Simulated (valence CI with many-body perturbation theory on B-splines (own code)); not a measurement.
## Level structure of Ir28+

Level of theory: valence CI with perturbative core correlation (CI+MBPT): three valence electrons over a frozen Dirac-Fock core [Kr] 4d10, radial functions for each j: 7 s, 7 p, 7 d, 7 f, 4 g, 2 h, with the one-electron correlation potential Σ1 (screened to all orders), the two-electron term Σ2, the three-electron term Σ3, Breit, model QED; selected single and double excitations, second order for the rest, scaled by the run's own slope (own B-spline code, finite nucleus).

The last digits are not significant, and no measured levels were compared; by estimate large intervals hold to a few tenths of a per cent, small ones and those within an open d or f shell to about a per cent. Excitations out of the core, of the other parity, are not computed and may begin above about 175 eV (a cautious bound); beyond it only levels of the ground parity were kept, without lifetimes.

Levels 46 to 90 of 133, with energies above the lowest level, (4f5/2^3) J=9/2. "Leading %" is the weight of the configuration and term that name the level; weights of strongly mixed levels are sums over their largest components and can fall short. In the jj column 3d3/2^4 stands for four electrons in 3d with j = 3/2. Lifetimes count E1, E2, E3, M1 and M2 decay at the calculated energies, and are blank where another channel may lead or the interval is too uncertain; long ones can be off by a factor of two.

```csv
No.,Configuration,Term,J,E (cm⁻¹),Leading %,Leading jj,Lifetime,g
46,4f²5s,⁴H,11/2,1263600,86,4f5/2 4f7/2 5s (98 %),2.31 μs,1.124
47,4f²5s,⁴H,9/2,1267100,47,4f5/2 4f7/2 5s (96 %),1.10 μs,0.956
48,4f²5s,⁴F,7/2,1275300,84,4f5/2 4f7/2 5s (99 %),812 ns,1.176
49,4f²5s,⁴F,9/2,1277800,46,4f5/2 4f7/2 5s (98 %),886 ns,1.173
50,4f²5s,²F,5/2,1282000,59,4f5/2 4f7/2 5s (94 %),725 ns,0.930
51,4f²5s,²F,7/2,1283100,44,4f5/2 4f7/2 5s (96 %),741 ns,1.002
52,4f²5s,⁴H,13/2,1288700,91,4f7/2^2 5s (59 %),2.46 μs,1.214
53,4f²5s,²H,11/2,1298700,74,4f5/2 4f7/2 5s (51 %),662 ns,1.068
54,4f²5s,⁴P,1/2,1309800,79,4f5/2^2 5s (80 %),452 ns,2.383
55,4f²5s,⁴P,5/2,1312000,42,4f5/2 4f7/2 5s (87 %),483 ns,1.319
56,4f²5s,²D,3/2,1314200,52,4f5/2 4f7/2 5s (79 %),591 ns,1.011
57,4f²5s,⁴F,9/2,1316100,50,4f7/2^2 5s (99 %),802 ns,1.212
58,4f²5s,²F,7/2,1322300,55,4f7/2^2 5s (98 %),558 ns,1.055
59,4f²5s,⁴P,3/2,1327300,77,4f5/2 4f7/2 5s (96 %),339 ns,1.603
60,4f²5s,²I,13/2,1334800,91,4f5/2 4f7/2 5s (59 %),505 ns,1.088
61,4f²5s,²P,1/2,1335400,85,4f5/2 4f7/2 5s (94 %),224 ns,0.960
62,4f²5s,²I,11/2,1336000,85,4f5/2 4f7/2 5s (51 %),401 ns,0.945
63,4f²5s,⁴P,5/2,1354300,56,4f7/2^2 5s (95 %),317 ns,1.411
64,4f²5s,²P,3/2,1361600,64,4f7/2^2 5s (86 %),229 ns,1.181
65,4f²5p,⁴I°,9/2,1608600,59,4f5/2^2 5p1/2 (98 %),,0.813
66,4f²5p,⁴H°,7/2,1618700,40,4f5/2^2 5p1/2 (97 %),,0.830
67,4f²5p,⁴G°,5/2,1631700,61,4f5/2^2 5p1/2 (90 %),,0.706
68,4f²5p,²D°,3/2,1636800,44,4f5/2^2 5p1/2 (88 %),,0.739
69,4f²5p,⁴I°,11/2,1647900,52,4f5/2 4f7/2 5p1/2 (100 %),,1.000
70,4f²5p,⁴H°,9/2,1649100,36,4f5/2 4f7/2 5p1/2 (99 %),,1.048
71,4f²5p,⁴G°,7/2,1658600,36,4f5/2 4f7/2 5p1/2 (98 %),,1.042
72,4f²5p,⁴F°,5/2,1661900,37,4f5/2 4f7/2 5p1/2 (99 %),,1.141
73,4f²5p,²H°,9/2,1663000,35,4f5/2 4f7/2 5p1/2 (98 %),,1.044
74,4f²5p,²F°,7/2,1667500,36,4f5/2 4f7/2 5p1/2 (98 %),,1.109
75,4f²5p,⁴G°,11/2,1676700,51,4f7/2^2 5p1/2 (59 %),,1.181
76,4f²5p,²I°,13/2,1677500,39,4f5/2 4f7/2 5p1/2 (51 %),,1.107
77,4f²5p,⁴D°,1/2,1692600,51,4f5/2^2 5p1/2 (86 %),,0.684
78,4f²5p,²D°,3/2,1694300,31,4f5/2 4f7/2 5p1/2 (82 %),,1.224
79,4f²5p,²F°,5/2,1697100,40,4f5/2 4f7/2 5p1/2 (85 %),,1.050
80,4f²5p,²F°,7/2,1701300,33,4f7/2^2 5p1/2 (99 %),,1.187
81,4f²5p,²G°,9/2,1705200,34,4f7/2^2 5p1/2 (99 %),,1.078
82,4f²5p,⁴P°,1/2,1707400,44,4f5/2 4f7/2 5p1/2 (99 %),,1.702
83,4f²5p,⁴D°,3/2,1714800,52,4f5/2 4f7/2 5p1/2 (98 %),,1.262
84,4f²5p,²H°,11/2,1718400,49,4f5/2 4f7/2 5p1/2 (58 %),,1.025
85,4f²5p,²K°,13/2,1719700,55,4f7/2^2 5p1/2 (51 %),,1.004
86,4f²5p,²P°,3/2,1739900,28,4f7/2^2 5p1/2 (92 %),,1.455
87,4f²5p,²D°,5/2,1741500,33,4f7/2^2 5p1/2 (92 %),,1.155
88,4f²5p,²P°,1/2,1816100,91,4f7/2^2 5p1/2 (85 %),,0.663
89,4f²5p,⁴H°,7/2,1877600,39,4f5/2^2 5p3/2 (97 %),,0.844
90,4f²5p,⁴H°,9/2,1878400,33,4f5/2^2 5p3/2 (94 %),,0.906
```

Where two levels of one J and parity lie close, their mixing, g and order are uncertain.
